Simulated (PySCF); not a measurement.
```xyz
7
charge 0 multiplicity 1, angstrom
Re   -0.0417   -0.0557    0.0000
O     0.0000   -0.5440   -1.7513
O     0.3579    1.7735    0.0000
O     0.0000   -0.5440    1.7513
H     0.3700   -1.2394   -2.3023
H     1.3195    1.9243    0.0000
H     0.3700   -1.2394    2.3023
```

These are results of PySCF, PBE0, basis Re def2-SVP with ECP60, O def2-SVP, H def2-SVP (scalar-relativistic core potentials, no spin–orbit coupling, density fitting), not measurements.

This geometry of Re(OH)3 is a stationary point at this level.

(1) What is the point group?

(2) Is it a minimum?

(3) What are the dipole moment and the gap between the highest occupied and lowest empty levels?

(4) Give the atomic charges and bond orders.

## Answers

(1) Cs.

(2) Yes: all harmonic wavenumbers are real.

(3) 3.91 D and 3.19 eV.

(4) 
```
atom  Mulliken  Löwdin  polar tensor  Mayer order to Re1
 Re1      0.51   -0.08          1.13                   –
O2,4     -0.41   -0.07         -0.76                1.24
  O3     -0.38   -0.10         -0.64                1.20
H5,7      0.24    0.12          0.39                0.02
  H6      0.20    0.08          0.24                0.03
```
Other Mayer orders above 0.3: O–H 0.93 (×3).

Stability towards spin polarisation was not tested. Only a few start shapes were tried, so a lower isomer may exist. At this level a triplet minimum of C3v symmetry lies 88 kJ/mol below this structure. Spin–orbit coupling, left out here, can matter for elements this heavy.
